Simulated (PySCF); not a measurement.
Molecule: `C=CCc1cccs1`, C$_{7}$H$_{8}$S.

Bonds (- single, = double, # triple, : aromatic): C1=C2, C2-C3, C3-C4, C4:C5, C5:C6, C6:C7, C7:S8, S8:C4. C1 carries H9, H10; C2 carries H11; C3 carries H12, H13; C5 carries H14; C6 carries H15; C7 carries H16. H10 is cis to C3; H9 is trans to C3.

Frames of a GFN2-xTB Langevin trajectory at 200 K; GIAO PBE0/pcSseg-1 shieldings in PySCF, gas phase, non-relativistic; equivalent atoms averaged within each frame.

Shifts are taken against calculated references (same method and geometry level): TMS for ¹³C (σ = 186.93 ppm) and ¹H (σ = 31.72 ppm); ³³S (σ = 503.73 ppm) vs CS2. The references are static minima.

Question: How do the shifts (ppm) fluctuate along the trajectory?

Answer: 
```csv
time (fs),C4,C2,C7,C1,C5,C6,C3,S8,H14,H16
optimised geometry,153.1,148.9,131.2,118.6,130.8,132.2,40.2,230,7.04,6.96
250,162.8,149.8,130.8,130.6,126.4,125.8,43.6,246,7.03,6.97
425,156.7,156.3,129.2,121.8,127.3,132.5,40.5,249,7.68,7.14
625,160.1,149.7,140.1,112.8,127.5,130.2,40.9,240,6.69,7.86
800,151.4,151.5,132.5,123.3,137.8,133.3,37.7,206,7.55,6.74
1000,159.5,155.8,131.8,125.5,132.4,131.4,43.2,220,6.89,7.30
mean of frames,158.1,152.6,132.9,122.8,130.3,130.6,41.2,232,7.17,7.20
standard deviation,4.3,3.2,4.2,6.5,4.8,3.0,2.4,19,0.43,0.42
```

5 frames give an uncertainty of the mean of about the standard deviation over 2.2 at best, since frames this close in time may not be independent; classical motion lacks zero-point vibration, and the reference would need the same averaging.
